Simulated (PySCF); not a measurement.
CH7Si2, SMILES [CH]([SiH3])[SiH3], multiplicity 2. Atoms are numbered in the order given.

```xyz
10

Si     1.6609     0.0000    -0.1354
C      0.0000     0.0000     0.6957
Si    -1.6609     0.0000    -0.1354
H      2.4480     1.2071     0.2640
H      2.4480    -1.2071     0.2640
H      1.4955     0.0000    -1.6176
H      0.0000     0.0000     1.7958
H     -2.4480     1.2071     0.2640
H     -2.4480    -1.2071     0.2640
H     -1.4955     0.0000    -1.6176
```
Charge 0, spin multiplicity 2.

Geometry optimised at ωB97X-D3(BJ)/def2-SVP. The isomer is the one that the SMILES or the coordinates give; other isomers of the formula were not compared.

Computed with PySCF with TDA-PBE/def2-SVPD.

Vertical excitations. The molecule is in vacuum.

**Question.** Estimate the UV-visible absorptions. (The exact figures need the calculation; the answer reports its results.)

**Answer.** 
```tsv
state	energy (eV)	λ (nm)	f	main pairs
root 1	3.61	343	0.000	β HOMO→LUMO 98 %
root 2	4.00	310	0.001	β HOMO−1→LUMO 99 %
root 3	4.32	287	0.000	β HOMO−3→LUMO 99 %
root 4	4.45	278	0.105	β HOMO−2→LUMO 98 %
root 5	4.71	263	0.001	β HOMO−4→LUMO 95 %
root 6	5.20	238	0.004	α HOMO→LUMO 97 %
root 7	5.50	226	0.010	β HOMO−5→LUMO 91 %
root 8	5.73	216	0.007	α HOMO→LUMO+1 95 %
root 9	6.05	205	0.000	α HOMO→LUMO+2 100 %
root 10	6.16	201	0.001	α HOMO→LUMO+3 96 %
```
Unrestricted roots are not spin-pure.
